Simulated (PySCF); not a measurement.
# Working out the excitation energy of Li

Li [He] 2s1 (2S) → Li [He] 2p1 (2P). Computed with PySCF 2.14 in def2-QZVPPD (6s4p2d1f, 35 functions), with no relativity, point nucleus. Frozen: nothing. Energies in hartree (1 hartree = 27.21139 eV):

| part | Li (lower) | Li (upper) |
| --- | --- | --- |
| UHF | -7.432739 | -7.365029 |
| MP2 opposite-spin | -0.030310 | -0.030071 |
| MP2 same-spin | -0.000311 | -0.000386 |

Question: What does Hartree-Fock give?

Answer: (-7.365029) − (-7.432739) = 0.067710 hartree = 1.842 eV.

Question: What do MP2 and SCS-MP2 (6/5 opposite-spin, 1/3 same-spin) give?

Answer: The opposite-spin parts differ by 0.007 eV and the same-spin parts by -0.002 eV. MP2: 1.842 + (0.007) + (-0.002) = 1.847 eV. SCS-MP2: 1.842 + 1.2 × (0.007) + (-0.002)/3 = 1.850 eV.

Measured between the centres of the two terms (NIST): 1.848 eV, so MP2 (valence and next inner shell) is off by -0.001 eV.

What remains against the reference includes basis incompleteness and correlation beyond second order.
